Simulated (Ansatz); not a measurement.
Basis sets compared for Ca₂F₄ (the lowest singlet isomer of a short search). The state is a singlet with charge 0. Geometry PBE-D4/def2-SVP. Ansatz on 4 threads of Arm Neoverse V2 on a shared host; times are rough, and most runs start from earlier orbitals.

Cartesian coordinates in Å:
```
Ca -0.8110 -1.4010 -0.4391
Ca 0.8086 1.4016 0.4413
F -0.7018 0.7039 -0.9504
F 0.6996 -0.7038 0.9525
F 1.7362 3.0617 0.9860
F -1.7315 -3.0624 -0.9904
```

The structure comes from a short search, and lower isomers may exist.

Binding counts from free atoms (Ca singlet, F doublet) in the same basis, without a counterpoise term.

| level | functions | energy (Eh) | HOMO (eV) | LUMO (eV) | binding per atom (eV) | wall time |
| --- | --- | --- | --- | --- | --- | --- |
| PBE-D4/def2-SVP | 104 | -1753.6567 | -7.11 | -2.33 | 4.60 | 0.95 s |
| PBE-D4/def2-TZVP | 196 | -1754.3152 | -7.38 | -2.37 | 4.45 | 1.5 s |
| r2SCAN-D4/def2-TZVP | 196 | -1754.9015 | -7.73 | -1.76 | 4.44 | 3 s |
| PBE0-D4/def2-SVP | 104 | -1753.7404 | -8.99 | -1.67 | 4.37 | 1.2 s |
| PBE0-D4/def2-TZVP | 196 | -1754.3931 | -9.23 | -1.69 | 4.25 | 2.3 s |

(1) Estimate the rows for PBE-D4/def2-TZVPD, r2SCAN-D4/def2-TZVPD, PBE0-D4/def2-TZVPD.

Answers

(1) 
```
               level  functions  energy (Eh)  HOMO (eV)  LUMO (eV)  binding per atom (eV)  wall time
   PBE-D4/def2-TZVPD        232   -1754.3238      -7.42      -2.35                   4.46      1.9 s
r2SCAN-D4/def2-TZVPD        232   -1754.9103      -7.75      -1.70                   4.47      4.2 s
  PBE0-D4/def2-TZVPD        232   -1754.4020      -9.25      -1.65                   4.27      3.1 s
```
